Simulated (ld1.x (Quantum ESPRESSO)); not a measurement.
# iron, PAW: configuration errors across variants

* Element: iron (Fe)
* Generator: ld1.x (Quantum ESPRESSO) 7.5
* Type: PAW
* Functional: PBE
* Relativity: scalar-relativistic
* Frozen core: [Ar]
* Valence charge: 8
* Reference configuration: 3d6 4s0.5 4p0 (charge +1.5)
* Partial waves: 4s (bound): rcut 1.55, rcutus 2.15 bohr; 4s channel at 2.6 Ry: rcut 1.55, rcutus 2.15 bohr; 4p (bound, empty): rcut 2.30, rcutus 3.00 bohr; 4p channel at 1.45 Ry: rcut 2.30, rcutus 3.00 bohr; 3d (bound): rcut 1.70, rcutus 1.90 bohr; 3d channel at -0.4 Ry: rcut 1.70, rcutus 1.90 bohr
* Local potential: all-electron potential smoothed inside 2.40 bohr (lloc = -1)
* Core correction: a·sin(br)/r model core, default radius (core density twice the valence density)
* Augmentation charge: GAUSS, radius 1.60 bohr

All-electron excitation energies from the reference (eV): (1) 3d6 4s2 4p0 -15.845; (2) 3d6 4s1 4p0 -7.116; (3) 3d6 4s0 4p0 9.087; (4) 3d6 4s1.5 4p0 -12.361.

Tests that are not counted but printed errors over 1 eV. “base”: 3d5 4s0 4p0 (solver errors, printed error -315 eV). “waves 4s (bound): rcut 1.55, rcutus 2.06 bohr; 4s channel at 2.6 Ry: rcut 1.55, rcutus 2.06 bohr”: 3d5 4s0 4p0 (solver errors, printed error -315 eV). “waves 4s (bound): rcut 1.55, rcutus 2.24 bohr; 4s channel at 2.6 Ry: rcut 1.55, rcutus 2.24 bohr”: 3d5 4s0 4p0 (solver errors, printed error -315 eV). “waves 4s (bound): rcut 1.55, rcutus 2.58 bohr; 4s channel at 2.6 Ry: rcut 1.55, rcutus 2.58 bohr”: 3d5 4s0 4p0 (solver errors, printed error -315 eV). “waves 4s (bound): rcut 1.55, rcutus 3.06 bohr; 4s channel at 2.6 Ry: rcut 1.55, rcutus 3.06 bohr”: 3d5 4s0 4p0 (solver errors, printed error -315 eV).

3 further variants failed, have other tests or too few solved ones, and are left out.

Errors AE − PS in meV (a dash: test not solved or not reliable):

```tsv
change	(1)	(2)	(3)	(4)	bound ghosts
base	-3.3	-0.1	-1.8	-1.3	none
waves 4s (bound): rcut 1.55, rcutus 2.06 bohr; 4s channel at 2.6 Ry: rcut 1.55, rcutus 2.06 bohr	-3.2	-0.1	-1.9	-1.3	none
waves 4s (bound): rcut 1.55, rcutus 2.24 bohr; 4s channel at 2.6 Ry: rcut 1.55, rcutus 2.24 bohr	-3.1	0.0	-1.8	-1.3	none
waves 4s (bound): rcut 1.55, rcutus 2.58 bohr; 4s channel at 2.6 Ry: rcut 1.55, rcutus 2.58 bohr	-0.7	+0.2	-1.6	-0.2	none
waves 4s (bound): rcut 1.55, rcutus 3.06 bohr; 4s channel at 2.6 Ry: rcut 1.55, rcutus 3.06 bohr	+18	+2.2	-0.4	+8.1	none
waves 4s (bound): rcut 1.55, rcutus 3.16 bohr; 4s channel at 2.6 Ry: rcut 1.55, rcutus 3.16 bohr	+21	+2.6	-0.2	+9.9	none
```

Q: Give the same row for: waves 4s (bound): rcut 1.55, rcutus 2.76 bohr; 4s channel at 2.6 Ry: rcut 1.55, rcutus 2.76 bohr.

A: +5.0, +0.8, -1.2, +2.4; bound ghosts: none. Not counted: 3d5 4s0 4p0 (solver errors, printed error -315 eV).
